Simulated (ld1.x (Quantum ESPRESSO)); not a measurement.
**What one change does to a pseudopotential (B (Z = 5), TM)**

ld1.x (Quantum ESPRESSO) 7.5 input, shortened:

```
&input
   title='B', zed=5., rel=1, dft='PBE', iswitch=3,
   config='[He] 2s2 2p1 3d-2'
 /
 &inputp
   pseudotype=2, tm=.true., lloc=-1, rcloc=1.50,
   nlcc=.true., new_core_ps=.true., rcore=0.95
 /
3
2S  1  0   2.00   0.00  1.00  1.00  0.0
2P  2  1   1.00   0.00  2.40  2.40  0.0
3D  3  2  -2.00  -0.05  2.30  2.30  0.0
 &test
   configts(1)='2s2 2p1'
 /
```

All-electron outer shells of the reference configuration (PBE, scalar-relativistic, ld1.x):

| shell | level (eV) | outermost node (bohr) | outermost maximum (bohr) |
| --- | --- | --- | --- |
| 1s | -180.59 | – | 0.21 |
| 2s | -9.44 | 0.46 | 1.52 |
| 2p | -3.61 | – | 1.57 |

Change: all radii but the core radius scaled by about 0.84 (s 0.84, p 2.02, d 1.94 bohr); local potential all-electron potential smoothed inside 1.26 bohr (lloc = -1).

Cutoffs: the cutoffs (Ry, on a coarse ladder) from which the occupation-weighted sum of valence levels, in a spherical-Bessel basis at the reference potential, stays within 10 and 1 mRy of its value at 400 Ry; they do not see the model core or the augmentation charge, which bear on the density cutoff. Errors are all-electron minus pseudo energies relative to the spin-unpolarised reference configuration.

Q: What does the change do?

A: The potential gets harder (55 Ry and 140 Ry → 110 Ry and 180 Ry); of the 7 tests that both files solve, the error grows in 2 and shrinks in 4 by more than 15 % and 0.3 meV (median size 12.1 → 9.5 meV); neither file shows a bound ghost. A smaller radius makes the pseudo-wave follow the all-electron one further in, where it bends more sharply, so more plane waves are needed.

| quantity | base | changed |
| --- | --- | --- |
| cutoff, loose | 55 Ry | 110 Ry |
| cutoff, tight | 140 Ry | 180 Ry |
| loose cutoff by channel (10 mRy a level) | s 45 Ry, p 15 Ry | s 100 Ry, p 18 Ry |
| bound ghosts | none | none |
| error for 2s2 2p0, meV [ΔE 8.22 eV] | +40 | +31 |
| error for 2s1 2p0, meV [ΔE 33.64 eV] | +156 | +120 |
| error for 2s2 2p0.5, meV [ΔE 2.89 eV] | +5.1 | +4.1 |
| error for 2s0 2p3, meV [ΔE 11.72 eV] | -12 | +41 |
| error for 2s2 2p1.3, meV [ΔE -0.74 eV] | +0.4 | +0.4 |
| error for 2s1 2p2, meV [ΔE 5.85 eV] | -3.0 | +9.5 |
| error for 2s1 2p1, meV [ΔE 14.36 eV] | -15 | -1.0 |
